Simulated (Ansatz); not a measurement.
The same group exchange along the group B, Al, In.

Isolated molecules relaxed with PBE0-D4/def2-TZVP in Ansatz; ΔE leaves out vibrations. CCSD(T)/CBS is the MP2 limit (def2-TZVPP, def2-QZVPP) plus CCSD(T) − MP2 in def2-TZVPP, frozen cores. This one scheme is used for every species. DFT in def2-TZVPP. def2 core potentials past Kr. For Ge, In outer-core shells are correlated without core-valence functions, which leaves a few kJ/mol of doubt a bond. Scalar relativity is left out up to krypton. Each species was taken in one conformer, which may not be the lowest.

```csv
reaction,B2PLYP (kJ/mol)
boron trichloride + `FC[CH](F)[GeH3]` → `Cl[B](Cl)[GeH3]` + `FCC(F)Cl`,106
aluminium trichloride + `FC[CH](F)[GeH3]` → `[Cl][Al]([Cl])[GeH3]` + `FCC(F)Cl`,143
`[Cl][In]([Cl])[Cl]` + `FC[CH](F)[GeH3]` → `[Cl][In]([Cl])[GeH3]` + `FCC(F)Cl`,54
```

(1) Give the CCSD(T)/CBS values in the same order. (Estimate.)

Largest T1 diagnostic: 0.013, for `Cl[B](Cl)[GeH3]`.

Answers

(1) Ansatz gave: 103, 145, 58 kJ/mol.
